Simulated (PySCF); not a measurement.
Geometries of 4 isomers of C3H9B, from PBE0-D3(BJ)/def2-SVP geometry optimisation, gas phase (PySCF). One conformer each, no zero-point energy, no frequencies.

Problem. Which is lowest in electronic energy at this level?
A.
```xyz
13
angstrom
B     -0.007    1.225   -0.464
C     -0.095   -0.323   -0.496
C     -1.442   -0.952   -0.153
C      1.087   -1.099    0.079
H      1.070    1.779   -0.420
H     -1.004    1.900   -0.608
H      0.008   -0.340   -1.619
H     -1.618   -0.919    0.934
H     -2.276   -0.421   -0.636
H     -1.490   -2.010   -0.457
H      2.050   -0.673   -0.239
H      1.067   -2.159   -0.220
H      1.065   -1.074    1.181
```
B.
```xyz
13
angstrom
B      1.873    0.653    0.518
C      0.391    0.607    0.047
C     -0.397   -0.688    0.220
C     -1.826   -0.610   -0.293
H      2.429   -0.315    0.993
H      2.507    1.680    0.408
H     -0.129    1.458    0.534
H      0.402    0.925   -1.018
H      0.137   -1.507   -0.292
H     -0.402   -0.967    1.287
H     -2.364   -1.560   -0.154
H     -1.851   -0.368   -1.369
H     -2.396    0.175    0.230
```
C.
```xyz
13
angstrom
C      1.221    0.674   -0.076
B      0.558   -0.703    0.246
C     -0.975   -0.927    0.480
C     -1.909    0.276    0.451
H      2.250    0.772    0.300
H      0.632    1.563    0.196
H      1.314    0.683   -1.182
H      1.267   -1.692    0.263
H     -1.292   -1.695   -0.254
H     -1.061   -1.473    1.442
H     -2.960   -0.007    0.621
H     -1.642    1.014    1.223
H     -1.865    0.798   -0.518
```
D.
```xyz
13
angstrom
C     -0.295    1.553    0.100
B     -0.007    0.006    0.080
C      1.471   -0.522    0.220
C     -1.187   -1.022   -0.075
H      0.390    2.104   -0.567
H     -0.056    1.918    1.117
H     -1.332    1.845   -0.122
H      2.257    0.243    0.139
H      1.679   -1.332   -0.501
H      1.563   -0.997    1.215
H     -1.426   -1.039   -1.158
H     -0.950   -2.057    0.216
H     -2.115   -0.699    0.423
```

Solution. D. That is trimethylborane, `CB(C)C`, 13.7 kcal/mol below the next.

```json
{"SMILES": "CB(C)C", "atoms numbered as above": "[CH3:1][B:2]([CH3:3])[CH3:4]", "E (Eh)": "-144.31697", "relative (kcal/mol)": "0.0", "relative (kJ/mol)": "0.0", "dipole (D)": "0.04"}
{"SMILES": "CBCC", "atoms numbered as above": "[CH3:1][BH:2][CH2:3][CH3:4]", "E (Eh)": "-144.29507", "relative (kcal/mol)": "13.7", "relative (kJ/mol)": "57.5", "dipole (D)": "0.43"}
{"SMILES": "BCCC", "atoms numbered as above": "[BH2:1][CH2:2][CH2:3][CH3:4]", "E (Eh)": "-144.27437", "relative (kcal/mol)": "26.7", "relative (kJ/mol)": "111.8", "dipole (D)": "0.70"}
{"SMILES": "BC(C)C", "atoms numbered as above": "[BH2:1][CH:2]([CH3:3])[CH3:4]", "E (Eh)": "-144.27247", "relative (kcal/mol)": "27.9", "relative (kJ/mol)": "116.8", "dipole (D)": "0.72"}
```
